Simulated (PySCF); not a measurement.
# How methods differ on the excitation energy of Co

Co [Ar] 3d7 4s2 (4F) → Co [Ar] 3d6 4s2 4p1 (high-spin determinant), as a difference of total energies. Computed with PySCF 2.14 in x2c-TZVPPall (6s5p4d2f1g, 64 functions), with scalar relativity by spin-free X2C-1e. Correlated levels: valence and next inner shell: [Ne] frozen. The calculations carry no spin-orbit coupling.

```tsv
method	excitation energy (cm⁻¹)
UHF	42525
MP2 (valence and next inner shell)	55135
SCS-MP2 (valence and next inner shell)	55163
CCSD (valence and next inner shell)	52599
CCSD(T) (valence and next inner shell)	51531
```

A first-order spin-orbit estimate (lowest level to lowest level, LS coupling) adds 0.052 eV.

The basis was made for the ground configuration and has no added diffuse functions, so the excitation energy can come out too high.

The coupled-cluster amplitudes are large for the upper state (T1 above 0.03 or a double amplitude above 0.15), so a single reference is strained.

The determinant of the upper state mixes LS terms, which raises its energy above the lowest term, most at the Hartree-Fock and MP2 levels.
